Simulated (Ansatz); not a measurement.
```yaml
crystal:
  periodic: [false, false, false]
  atoms:
    - {symbol: C, position_ang: [-1.457219, -2.282384, -0.034832]}
    - {symbol: C, position_ang: [-0.865240, -1.233150, 0.412572]}
    - {symbol: B, position_ang: [-0.296910, -0.223305, -0.510883]}
    - {symbol: B, position_ang: [0.463632, 1.109023, -0.054916]}
    - {symbol: C, position_ang: [1.953227, 1.260371, 0.121169]}
    - {symbol: S, position_ang: [-0.488846, 2.511314, 0.258159]}
    - {symbol: H, position_ang: [-1.853537, -3.018825, 0.590033]}
    - {symbol: H, position_ang: [-1.560922, -2.436982, -1.060896]}
    - {symbol: H, position_ang: [-0.791159, -1.128535, 1.450496]}
    - {symbol: H, position_ang: [-0.456738, -0.427875, -1.638806]}
    - {symbol: H, position_ang: [2.268090, 2.216450, 0.415726]}
    - {symbol: H, position_ang: [2.300854, 0.565821, 0.830730]}
    - {symbol: H, position_ang: [2.443504, 1.013403, -0.776090]}
    - {symbol: H, position_ang: [-1.671216, 2.046544, 0.025281]}
basis:
  gaussian: {orbitals: 6-31G}
magnetization: {spin_polarized: false, initial_magnetization: 2}
hamiltonian: {xc: {name: wB97X}}
accuracy: high
scf: {lower_state_search: full}
output: {forces: true}
```

```sh
$ ansatz run in.yaml --threads 4 --pin off --events-out ev --progress --plain --max-ram 10444MiB
```

Shortened log:

```
Functional definition: wB97X
1953 factors; integrals over basis functions are off by at most 6.0e-9 eV
470 factors; integrals over basis functions are off by at most 2.5e-9 eV
mean field evaluation 1: about -15414.8386 eV, gradient 4.2e1 eV
mean field evaluation 2: about -15415.0319 eV, gradient 4.2e1 eV
mean field evaluation 4: about -15418.8996 eV, gradient 1.8e1 eV
mean field evaluation 8: about -15420.4080 eV, gradient 6.1e-1 eV
mean field evaluation 16: about -15420.4298 eV, gradient 1.6e-2 eV
mean field evaluation 32: about -15420.4298 eV, gradient 5.0e-6 eV
mean field -15420.42980596 eV, -566.6903430261 hartree, gradient 4.9e-8 eV, S^2 2.000000; 9 other end points of the search recorded, 0 dependent functions left out
reference -15420.42980326 eV, -566.6903429272 hartree; 27, 25 occupied and 47, 49 virtual orbitals, 1953 factors
Total energy: -15420.42980326 eV, -566.6903429272 hartree
Atom 0 at    -1.457219    -2.282384    -0.034832 Å, force    -1.503025    -2.735500    -1.403200 eV/Å
Atom 1 at    -0.865240    -1.233150     0.412572 Å, force     2.178954     3.766996     1.940861 eV/Å
Atom 2 at    -0.296910    -0.223305    -0.510883 Å, force    -1.997058    -3.504230    -0.647092 eV/Å
Atom 3 at     0.463632     1.109023    -0.054916 Å, force     1.976037     1.824574     0.353143 eV/Å
Atom 4 at     1.953227     1.260371     0.121169 Å, force     0.046514    -0.915259    -0.299777 eV/Å
Atom 5 at    -0.488846     2.511314     0.258159 Å, force    -0.098404     2.499865     0.857013 eV/Å
Atom 6 at    -1.853537    -3.018825     0.590033 Å, force    -0.727829    -1.191914     1.039881 eV/Å
Atom 7 at    -1.560922    -2.436982    -1.060896 Å, force    -0.249370    -0.505078    -1.804490 eV/Å
Atom 8 at    -0.791159    -1.128535     1.450496 Å, force     0.119620     0.204732     1.889996 eV/Å
Atom 9 at    -0.456738    -0.427875    -1.638806 Å, force     0.619448     0.934077    -1.761774 eV/Å
Atom 10 at     2.268090     2.216450     0.415726 Å, force     0.313736     1.702289     0.503839 eV/Å
Atom 11 at     2.300854     0.565821     0.830730 Å, force     0.620170    -1.152455     1.193882 eV/Å
Atom 12 at     2.443504     1.013403    -0.776090 Å, force     0.876582    -0.411446    -1.499570 eV/Å
Atom 13 at    -1.671216     2.046544     0.025281 Å, force    -2.175376    -0.516651    -0.362711 eV/Å
Dipole moment:     0.179451     0.340153     0.073278 e Å
```

It took 70 s on 4 threads of an Intel Xeon 6975P-C on a shared host, with 1.1 GiB of host memory at the peak.
